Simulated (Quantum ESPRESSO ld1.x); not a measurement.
Values are calculated unless marked as measured or tabulated.
The holmium ion Ho+, configuration [Xe] 4f11 6s1. Code: ld1.x of Quantum ESPRESSO 7.5. Model: scalar-relativistic Kohn-Sham, LDA (Slater exchange, Perdew-Wang correlation), spin-polarised, spherical densities, point nucleus; open shells are filled with parallel spins first.

Normalised radial functions P(r) = r R(r), r in bohr:

```
   r/bohr * 5s up, o 5p down (the largest magnitude, 1.01, reaches the edge; | marks zero, & curves that meet)
 0.000872                             o*
 0.001189                             o*
 0.001621                             o *
 0.002188                             o *
 0.002983                             o  *
 0.004068                             o  *
 0.005546                             |o  *
 0.007486                             |o  *
  0.01021                             |o  *
  0.01392                             | o *
  0.01879                             | *o
  0.02561                             *   o
  0.03492                         *   |    o
  0.04714                       *     |     o
  0.06427                      *      |   o
  0.08762                          *  o
   0.1195                        o    |    *
   0.1613                     o       |         *
   0.2199                        o    |     *
   0.2998                       *     |    o
   0.4047              *              |           o
   0.5517                      *      |       o
   0.7522                      o      |             *
    1.015        o                    |                          *
    1.384    o                        |                        *
    1.888           o                 |             *
    2.574                    o        |    *
    3.474                          o  |*
    4.737                            o*
    6.458                             &
    8.717                             &
    11.89                             &
```

5s up: eigenvalue -57.723 eV, 4 radial nodes at r = 0.0251, 0.0995, 0.260, 0.615 bohr, <r> = 1.27 bohr, 90 % of the charge inside 1.84 bohr. 5p down: eigenvalue -32.046 eV, 3 radial nodes at r = 0.0894, 0.262, 0.661 bohr, <r> = 1.52 bohr, 90 % of the charge inside 2.25 bohr.
